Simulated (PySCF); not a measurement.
**Radial density of Sn⁺ (tin, charge +1)**

UHF, [Kr] 4d10 5s2 5p1, 2P determinant. Computed with PySCF 2.14 in aug-cc-pVDZ-PP with ECP28MDF, with scalar relativity through the core potential. This is the valence pseudo-density: the core potential removes the inner electrons and smooths the orbitals near the nucleus.

```csv
r (bohr),4πr²ρ (e/bohr),4πr²(ρα − ρβ)
0.00821,2.286e-05,0.0000
0.0138,6.107e-05,0.0000
0.0232,0.0001482,0.0000
0.0391,0.0002934,0.0000
0.0657,0.0005932,0.0000
0.111,0.003981,0.0000
0.186,0.05254,0.0001
0.313,0.9351,0.0029
0.526,11.36,0.0406
0.885,21.97,0.0102
1.49,6.433,0.1209
2.50,1.620,0.4375
4.21,0.2445,0.1375
7.08,0.005325,0.0047
11.9,2.321e-05,0.0000
```

Energies and moments cover only the electrons outside the core potential.
